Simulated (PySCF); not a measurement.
A geometry optimisation, step by step.

C2H7BS.
Bonds: B1–S2, S2–C3, C3–C4. Hydrogens: H5, H6 on B1; H7, H8 on C3; H9, H10, H11 on C4.

Method: PBE0-D3(BJ)/def2-SVP geometry optimisation, gas phase in PySCF 2.14.0; density fitting, grid level 1; the optimiser is geomeTRIC in internal coordinates, started from a GFN2-xTB structure with every atom displaced at random (about 0.01 Å). The frame can shift and turn from step to step; on so coarse a grid that alone can change the energy by a few meV, and forces under 0.02 eV/Å are noise.

Step 0: E = -13687.3847 eV, largest atomic force 2.045 eV/Å
```
atom  x, y, z in Å  |  force x, y, z in eV/Å
B1      2.358   -0.508   -0.032   -1.675   1.157  -0.189
S2      0.729   -1.099    0.270   -0.141   0.071  -0.033
C3     -0.376    0.363   -0.035    1.779   0.056   0.307
C4     -1.745    0.064    0.400   -1.628  -0.273   0.617
H5      3.219   -1.240    0.070    1.468  -1.291   0.216
H6      2.488    0.639   -0.346    0.157   0.253  -0.068
H7      0.065    1.199    0.538   -0.093  -0.076  -0.177
H8     -0.293    0.594   -1.096   -0.090   0.109  -0.317
H9     -1.813   -0.175    1.482    0.142   0.043  -0.281
H10    -2.416    0.924    0.232    0.079  -0.007  -0.047
H11    -2.178   -0.788   -0.145    0.002  -0.042  -0.026
```

Step 1: E = -13687.4839 eV, largest atomic force 0.477 eV/Å
```
atom  x, y, z in Å  |  force x, y, z in eV/Å
B1      2.299   -0.486   -0.358    0.384  -0.239   0.152
S2      0.711   -1.105    0.054   -0.054   0.015   0.064
C3     -0.350    0.388    0.093   -0.311  -0.077  -0.027
C4     -1.762    0.028    0.540    0.298   0.099  -0.264
H5      3.216   -1.286   -0.319   -0.236   0.148  -0.148
H6      2.469    0.679   -0.607   -0.001   0.075  -0.018
H7      0.113    1.104    0.786    0.022   0.024  -0.004
H8     -0.350    0.828   -0.915    0.007   0.050   0.039
H9     -1.736   -0.540    1.475   -0.051  -0.066   0.237
H10    -2.359    0.937    0.698   -0.017   0.019   0.001
H11    -2.269   -0.590   -0.213   -0.041  -0.047  -0.033
```

Step 2: E = -13687.4958 eV, largest atomic force 0.239 eV/Å
```
atom  x, y, z in Å  |  force x, y, z in eV/Å
B1      2.322   -0.486   -0.321    0.003  -0.061  -0.231
S2      0.726   -1.088    0.099   -0.003   0.020  -0.027
C3     -0.357    0.394    0.099   -0.065  -0.051   0.083
C4     -1.763    0.023    0.536    0.102  -0.021  -0.034
H5      3.190   -1.316   -0.451   -0.032   0.041   0.125
H6      2.510    0.687   -0.536    0.006   0.014   0.060
H7      0.089    1.132    0.779    0.013   0.016   0.006
H8     -0.353    0.816   -0.915    0.017   0.015   0.011
H9     -1.753   -0.512    1.498   -0.020   0.042   0.002
H10    -2.375    0.930    0.655   -0.021   0.001  -0.014
H11    -2.254   -0.625   -0.206    0.000  -0.016   0.019
```

Step 3: E = -13687.5012 eV, largest atomic force 0.049 eV/Å
```
atom  x, y, z in Å  |  force x, y, z in eV/Å
B1      2.319   -0.489   -0.347   -0.004   0.026   0.041
S2      0.723   -1.087    0.081    0.005   0.009  -0.044
C3     -0.358    0.395    0.100   -0.011  -0.029   0.025
C4     -1.762    0.022    0.537    0.027  -0.020   0.008
H5      3.192   -1.316   -0.425   -0.005  -0.012  -0.002
H6      2.517    0.688   -0.534   -0.014  -0.013  -0.022
H7      0.091    1.132    0.781    0.010  -0.010   0.008
H8     -0.357    0.823   -0.912    0.002   0.024   0.004
H9     -1.753   -0.508    1.504   -0.005   0.041  -0.021
H10    -2.377    0.927    0.652   -0.015  -0.004  -0.018
H11    -2.252   -0.632   -0.201    0.010  -0.012   0.020
```

Step 4: E = -13687.5025 eV, largest atomic force 0.026 eV/Å
```
atom  x, y, z in Å  |  force x, y, z in eV/Å
B1      2.318   -0.486   -0.349   -0.007   0.004   0.011
S2      0.723   -1.086    0.076    0.002   0.007   0.001
C3     -0.357    0.395    0.106   -0.005  -0.009  -0.017
C4     -1.761    0.020    0.536   -0.002   0.006   0.004
H5      3.189   -1.316   -0.416    0.013  -0.006  -0.013
H6      2.513    0.687   -0.553   -0.004  -0.005   0.000
H7      0.092    1.128    0.793    0.005  -0.020   0.010
H8     -0.352    0.832   -0.903   -0.004   0.025   0.005
H9     -1.757   -0.503    1.505    0.000   0.017   0.009
H10    -2.381    0.923    0.642   -0.007  -0.003  -0.020
H11    -2.245   -0.639   -0.200    0.009  -0.016   0.009
```

Step 5: E = -13687.5041 eV, largest atomic force 0.063 eV/Å
```
atom  x, y, z in Å  |  force x, y, z in eV/Å
B1      2.318   -0.486   -0.354   -0.013   0.010  -0.011
S2      0.723   -1.085    0.073   -0.006  -0.019   0.027
C3     -0.355    0.396    0.115    0.024   0.026  -0.052
C4     -1.760    0.018    0.535   -0.042   0.016   0.009
H5      3.188   -1.315   -0.425    0.016  -0.010  -0.009
H6      2.510    0.687   -0.561    0.008   0.009   0.008
H7      0.091    1.122    0.809    0.001  -0.021   0.014
H8     -0.346    0.844   -0.890   -0.007   0.014   0.008
H9     -1.766   -0.484    1.513    0.006  -0.005   0.026
H10    -2.391    0.917    0.616    0.006  -0.002  -0.020
H11    -2.230   -0.659   -0.194    0.006  -0.017  -0.001
```

Step 6: E = -13687.5053 eV, largest atomic force 0.067 eV/Å
```
atom  x, y, z in Å  |  force x, y, z in eV/Å
B1      2.316   -0.483   -0.362   -0.010  -0.006  -0.011
S2      0.724   -1.084    0.071   -0.006  -0.013   0.021
C3     -0.353    0.397    0.125    0.033   0.038  -0.043
C4     -1.760    0.015    0.533   -0.058   0.011   0.016
H5      3.183   -1.315   -0.448    0.021   0.003  -0.005
H6      2.508    0.692   -0.559    0.010   0.004   0.005
H7      0.090    1.113    0.831   -0.003  -0.013   0.011
H8     -0.338    0.859   -0.873   -0.006  -0.005   0.006
H9     -1.777   -0.455    1.527    0.009  -0.011   0.014
H10    -2.403    0.908    0.572    0.008  -0.001  -0.010
H11    -2.208   -0.692   -0.181    0.003  -0.007  -0.004
```

Step 7: E = -13687.5055 eV, largest atomic force 0.031 eV/Å
```
atom  x, y, z in Å  |  force x, y, z in eV/Å
B1      2.316   -0.484   -0.364   -0.006   0.005  -0.008
S2      0.724   -1.085    0.073    0.000  -0.013   0.011
C3     -0.353    0.397    0.127    0.016   0.020  -0.017
C4     -1.761    0.015    0.533   -0.020  -0.001   0.006
H5      3.187   -1.312   -0.456   -0.003  -0.001   0.002
H6      2.506    0.692   -0.558    0.007   0.005   0.001
H7      0.090    1.111    0.837   -0.002  -0.005   0.004
H8     -0.337    0.861   -0.870   -0.002  -0.005   0.001
H9     -1.780   -0.448    1.531    0.004  -0.005   0.004
H10    -2.406    0.907    0.562    0.005   0.001  -0.003
H11    -2.204   -0.699   -0.178    0.001  -0.002  -0.002
```

Question: Summarise the path.

Answer: The energy falls by 0.1209 eV from step 0 to step 7; nine tenths of that is first reached at step 2. It falls at every step. The largest force goes from 2.045 to 0.031 eV/Å. Among the bonds B1–H5 changes most, from 1.135 to 1.205 Å; the atoms move by 0.080 Å rms after alignment.

Question: Follow the three bonds and two angles with the largest change from start to end.

Answer: 
```json
{"step": "0", "E above end (eV)": "0.1209", "largest force (eV/Å)": "2.045", "B1–H5 (Å)": "1.135", "C3–C4 (Å)": "1.466", "S2–C3 (Å)": "1.858", "S2–B1–H6 (°)": "117.9", "C4–C3–H8 (°)": "113.8"}
{"step": "1", "E above end (eV)": "0.0217", "largest force (eV/Å)": "0.477", "B1–H5 (Å)": "1.217", "C3–C4 (Å)": "1.524", "S2–C3 (Å)": "1.832", "S2–B1–H6 (°)": "121.2", "C4–C3–H8 (°)": "111.3"}
{"step": "2", "E above end (eV)": "0.0098", "largest force (eV/Å)": "0.239", "B1–H5 (Å)": "1.208", "C3–C4 (Å)": "1.519", "S2–C3 (Å)": "1.835", "S2–B1–H6 (°)": "121.1", "C4–C3–H8 (°)": "111.2"}
{"step": "3", "E above end (eV)": "0.0044", "largest force (eV/Å)": "0.049", "B1–H5 (Å)": "1.205", "C3–C4 (Å)": "1.517", "S2–C3 (Å)": "1.834", "S2–B1–H6 (°)": "121.2", "C4–C3–H8 (°)": "111.3"}
{"step": "4", "E above end (eV)": "0.0030", "largest force (eV/Å)": "0.026", "B1–H5 (Å)": "1.205", "C3–C4 (Å)": "1.516", "S2–C3 (Å)": "1.833", "S2–B1–H6 (°)": "121.3", "C4–C3–H8 (°)": "111.3"}
{"step": "5", "E above end (eV)": "0.0015", "largest force (eV/Å)": "0.063", "B1–H5 (Å)": "1.204", "C3–C4 (Å)": "1.514", "S2–C3 (Å)": "1.833", "S2–B1–H6 (°)": "121.2", "C4–C3–H8 (°)": "111.3"}
{"step": "6", "E above end (eV)": "0.0002", "largest force (eV/Å)": "0.067", "B1–H5 (Å)": "1.205", "C3–C4 (Å)": "1.514", "S2–C3 (Å)": "1.832", "S2–B1–H6 (°)": "121.2", "C4–C3–H8 (°)": "111.3"}
{"step": "7", "E above end (eV)": "0.0000", "largest force (eV/Å)": "0.031", "B1–H5 (Å)": "1.205", "C3–C4 (Å)": "1.515", "S2–C3 (Å)": "1.833", "S2–B1–H6 (°)": "121.1", "C4–C3–H8 (°)": "111.3"}
```

What follows is the cost of the whole optimisation. On an Arm Neoverse V2 with one thread, no GPU, shared host, this took 20 s wall and 0.39 GiB of memory at its peak.
